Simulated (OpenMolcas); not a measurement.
Tc3+ among 3 point charges of -1.95 e arranged as a planar triangle (D3h), 2.11 Å from the ion.

```yaml
Program: OpenMolcas
Method: CASSCF
Basis: ANO-RCC-VDZP [6s5p3d1f]
Scalar_Hamiltonian: DKH2, point nucleus
Active_space: 4 electrons in 5 orbitals (4d)
State_averaging: 2S+1 = 5 even, 5 roots; 2S+1 = 3 even, 45 roots; 2S+1 = 1 even, 50 roots
Spin-orbit_coupling: state interaction with AMFI integrals over the reference wave functions
```

(1) What is the spin-free ground state (labels of D3, the rotations of D3h)?

(2) Where is the first state of the same spin?

(3) What are the lowest two levels with spin-orbit coupling?

(4) What is χT at 300 K, and how does it compare with the textbook value?

Results:

(1) 5E, 2-fold in its orbital part, 100 % from free-ion D terms; it has the highest spin that d4 allows.

(2) 5E at 11900 cm-1 above the ground state.

(3) A 1-fold level A1, then a 1-fold level A2 5.1 cm-1 above it. Their leading multiplicities are 5 (99 %) and 5 (99 %).

(4) The lowest level has 2S+1 = 5, for which the spin-only value is χT = S(S+1) / 2 = 3.000 cm3 K/mol (g = 2). The computed 1.184 at 300 K differs by -1.816, through orbital momentum, spin-orbit coupling and any other state in reach.

An orbital doublet at a regular site is open to a Jahn-Teller distortion, which this geometry leaves out. Without dynamic correlation the repulsion within the d shell is too large (B by tens of per cent), so at a given field states of lower spin stand too high. Point charges give a weaker field than real ligands, and real ions of this kind are as a rule low spin; the high spin found here belongs to the model. Point charges carry no covalency, so the field is a model and not that of real ligands. No measured value stands beside these numbers.
